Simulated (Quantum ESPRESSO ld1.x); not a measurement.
The niobium ion Nb30+, configuration [Ne] 3p1 (not the ground configuration). All-electron calculation, Dirac Kohn-Sham, LDA (Slater exchange, Perdew-Zunger correlation), spin-unpolarised, spherical densities, point nucleus; open shells fill j = l - 1/2 first. Program: ld1.x of Quantum ESPRESSO 7.5.

Unscreened Slater integrals over Kohn-Sham orbitals (cm^-1). Large and small components are both included. Empty in this configuration: 3d5/2, 4f5/2, 4f7/2, 4p1/2, 4p3/2.

| integral | value |
|---|---|
| F0(4f7/2,4f7/2) | 343220 |
| F2(4f7/2,4f7/2) | 191450 |
| F4(4f7/2,4f7/2) | 127680 |
| F6(4f7/2,4f7/2) | 94385 |
| F0(4f7/2,4f5/2) | 343530 |
| F2(4f7/2,4f5/2) | 191550 |
| F4(4f7/2,4f5/2) | 127730 |
| G2(4f7/2,4f5/2) | 191000 |
| G4(4f7/2,4f5/2) | 127380 |
| G6(4f7/2,4f5/2) | 94160 |
| F0(4f7/2,4p3/2) | 303790 |
| F2(4f7/2,4p3/2) | 145880 |
| G2(4f7/2,4p3/2) | 90103 |
| G4(4f7/2,4p3/2) | 71514 |
| F0(4f7/2,4p1/2) | 306120 |
| G4(4f7/2,4p1/2) | 73811 |
| F0(4f7/2,3d5/2) | 408980 |
| F2(4f7/2,3d5/2) | 166290 |
| F4(4f7/2,3d5/2) | 96905 |
| G1(4f7/2,3d5/2) | 168210 |
| G3(4f7/2,3d5/2) | 101920 |
| G5(4f7/2,3d5/2) | 71403 |
| F0(4f5/2,4f5/2) | 343850 |
| F2(4f5/2,4f5/2) | 191660 |
| F4(4f5/2,4f5/2) | 127790 |
| F0(4f5/2,4p3/2) | 304000 |
| F2(4f5/2,4p3/2) | 145790 |
| G2(4f5/2,4p3/2) | 89846 |
| G4(4f5/2,4p3/2) | 71321 |
| F0(4f5/2,4p1/2) | 306340 |
| G2(4f5/2,4p1/2) | 93474 |
| F0(4f5/2,3d5/2) | 409710 |
| F2(4f5/2,3d5/2) | 166900 |
| F4(4f5/2,3d5/2) | 97350 |
| G1(4f5/2,3d5/2) | 168100 |
| G3(4f5/2,3d5/2) | 101850 |
| G5(4f5/2,3d5/2) | 71353 |
| F0(4p3/2,4p3/2) | 283070 |
| F2(4p3/2,4p3/2) | 145100 |
| F0(4p3/2,4p1/2) | 284790 |
| G2(4p3/2,4p1/2) | 145630 |
| F0(4p3/2,3d5/2) | 355850 |
| F2(4p3/2,3d5/2) | 109300 |
| G1(4p3/2,3d5/2) | 34618 |
| G3(4p3/2,3d5/2) | 35793 |
| F0(4p1/2,4p1/2) | 286560 |
| F0(4p1/2,3d5/2) | 359340 |
| G3(4p1/2,3d5/2) | 36403 |
| F0(3d5/2,3d5/2) | 615130 |
| F2(3d5/2,3d5/2) | 320550 |
| F4(3d5/2,3d5/2) | 208020 |
